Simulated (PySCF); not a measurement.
A PySCF script (with the pyscf-properties extension) for the NMR shieldings of `InChI=1S/C5H8BFO2/c7-5-3-4(5)1-2-6(8)9/h8-9H,1-3H2`, on a GFN2-xTB geometry:

```python
import basis_set_exchange as bse
import numpy as np
from pyscf import gto, dft
from pyscf.prop import nmr

atoms = """
O    -1.525855    1.092023    0.966144
B    -1.682639   -0.091267    0.348264
O    -2.520215   -1.003081    0.917087
C    -0.899478   -0.372842   -1.025099
C     0.289435    0.573447   -1.256909
C     1.275880    0.427511   -0.179110
C     2.009972    0.860053    0.793633
F     2.482540    1.851119    1.533710
C     2.082026   -0.611773    0.602387
H    -2.019964    1.181819    1.781928
H    -2.619785   -1.838877    0.465949
H    -0.535855   -1.403336   -1.051185
H    -1.588786   -0.268136   -1.866670
H     0.766483    0.336487   -2.213495
H    -0.060455    1.606270   -1.281263
H     1.576216   -1.269171    1.302574
H     2.963483   -1.058216    0.152146
"""
names = dict.fromkeys(["O", "B", "C", "F", "H"], "pcSseg-1")
basis = {el: gto.basis.parse(bse.get_basis(n, elements=[el], fmt="nwchem")) for el, n in names.items()}
mol = gto.M(atom=atoms, basis=basis, charge=0, verbose=0)
mf = dft.RKS(mol, xc="PBE0")
mf.grids.level = 2
mf.grids.alignment = dft.numint.BLKSIZE   # the property module wants whole blocks of grid points
mf.conv_tol = 1e-9
mf.kernel()

calc = nmr.RKS(mf)   # GIAO
C = mf.mo_coeff
Co = C[:, mf.mo_occ > 0]
resp = mf.gen_response(singlet=True, hermi=2)
def vind(x):   # induced exchange potential for any number of trial vectors
    d = np.einsum("pi,xij,qj->xpq", C, 2 * x.reshape(-1, C.shape[1], Co.shape[1]), Co, optimize=True)
    return np.einsum("xpq,pi,qj->xij", resp(d - d.transpose(0, 2, 1)), C, Co, optimize=True).ravel()
mo1, _ = nmr.rhf.solve_mo1(calc, with_cphf=vind)
sigma = calc.kernel(mo1)
for i, s in enumerate(sigma):   # ppm
    w = np.linalg.eigvalsh((s + s.T) / 2)
    print("%2d %-2s iso %8.1f  s11 %8.1f  s22 %8.1f  s33 %8.1f" % (i, mol.atom_pure_symbol(i), w.mean(), *w))
```

Q: What does it print?

A: 
```
 0 O  iso    216.5  s11    112.7  s22    253.3  s33    283.6
 1 B  iso     71.5  s11     54.2  s22     67.2  s33     93.3
 2 O  iso    206.4  s11     90.9  s22    258.2  s33    270.0
 3 C  iso    173.2  s11    164.4  s22    168.5  s33    186.5
 4 C  iso    165.9  s11    151.3  s22    169.6  s33    177.0
 5 C  iso    100.7  s11      1.4  s22    144.9  s33    155.9
 6 C  iso     37.8  s11    -89.2  s22     59.8  s33    142.9
 7 F  iso    331.2  s11    194.2  s22    300.0  s33    499.5
 8 C  iso    165.1  s11    134.7  s22    151.2  s33    209.5
 9 H  iso     27.6  s11     21.9  s22     23.0  s33     37.9
10 H  iso     27.8  s11     22.0  s22     24.8  s33     36.5
11 H  iso     30.8  s11     26.6  s22     30.2  s33     35.6
12 H  iso     30.7  s11     26.1  s22     28.9  s33     37.2
13 H  iso     29.5  s11     24.1  s22     27.8  s33     36.8
14 H  iso     28.9  s11     25.4  s22     27.6  s33     33.6
15 H  iso     30.0  s11     24.8  s22     28.8  s33     36.3
16 H  iso     30.0  s11     24.7  s22     27.1  s33     38.2
```

These numbers come from an equivalent density-fitted implementation of the same equations, which agrees with the script to about 0.01 ppm for H and up to a few tenths of a ppm for heavy atoms, so last digits may differ.

Size and cost of the density-fitted run: 193 basis functions, 58 s wall time on 1 thread of an Arm Neoverse N1, shared host; peak memory 0.9 GiB.
